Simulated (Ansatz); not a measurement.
Input for Ansatz (an electronic-structure program): R-CCSD(T)/cc-pV(D+d)Z on HNSi (SMILES N#[SiH]). The basis file is the Basis Set Exchange's JSON of that set.

Ansatz 0.2 input:
```yaml
crystal:
  periodic: [false, false, false]
  atoms:
    - {symbol: H, position_ang: [-0.00000000, 0.00000000, -1.50864625]}
    - {symbol: Si, position_ang: [0.00000000, -0.00000000, -0.02570602]}
    - {symbol: N, position_ang: [-0.00000000, 0.00000000, 1.53425227]}
basis:
  gaussian:
    orbitals: cc-pV_D+d_Z.json
magnetization: {spin_polarized: false}
correlation: {method: ccsd_t, electrons: outside_noble_gas}
scf: {lower_state_search: off}
```

The log:

```
WARN ansatz: RAYON_NUM_THREADS=1 ignored (pool sized by the plan → 1); use --threads N
Functional definition: HF
these checks for a lower state are left out or cut short: stability, starts, cluster_reference, orbital_swaps, neighbouring_geometries, increment
integrals: 0.01 GiB planned
436 factors; integrals over basis functions are off by at most 1.3e-3 eV
mean field: 0.06 GiB planned
mean field evaluation 1: about -9348.5751 eV, gradient 5.0e1 eV
mean field evaluation 2: about -9348.5768 eV, gradient 5.0e1 eV
mean field evaluation 4: about -9355.3019 eV, gradient 4.5e0 eV
mean field evaluation 8: about -9355.4334 eV, gradient 2.9e-1 eV
mean field -9355.43502549 eV, -343.8058958450 hartree, gradient 1.5e-6 eV, S^2 0.000000; 0 other end points of the search recorded, 0 dependent functions left out
6 core orbitals not correlated
reference -9355.43502549 eV, -343.8058958450 hartree; 5, 5 occupied and 31, 31 virtual orbitals, 436 factors
second order -8.13300280 eV of doubles, -0.00000000 eV of singles
coupled cluster: 0.06 GiB planned
cycle   1  -7.34083141 eV  change    7.9e-1 eV  update   1.8e-1
cycle   2  -7.90387637 eV  change   -5.6e-1 eV  update   8.3e-2
cycle   3  -8.06890051 eV  change   -1.7e-1 eV  update   3.4e-2
cycle   4  -8.07552359 eV  change   -6.6e-3 eV  update   1.1e-2
cycle   5  -8.09215773 eV  change   -1.7e-2 eV  update   4.9e-3
cycle   6  -8.09299300 eV  change   -8.4e-4 eV  update   1.4e-3
cycle   7  -8.09262592 eV  change    3.7e-4 eV  update   7.6e-4
cycle   8  -8.09334006 eV  change   -7.1e-4 eV  update   3.1e-4
cycle   9  -8.09322279 eV  change    1.2e-4 eV  update   1.6e-4
cycle  10  -8.09294615 eV  change    2.8e-4 eV  update   4.8e-5
cycle  11  -8.09295247 eV  change   -6.3e-6 eV  update   1.2e-5
perturbative correction -0.53457716 eV, -0.0196453483 hartree
Total energy: -9364.06255511 eV, -344.1229517108 hartree
Checks for a lower state left out: stability, starts, cluster_reference, orbital_swaps, neighbouring_geometries, increment
```

Self-consistency was reached.

Cost: roughly 0.6 core-seconds.
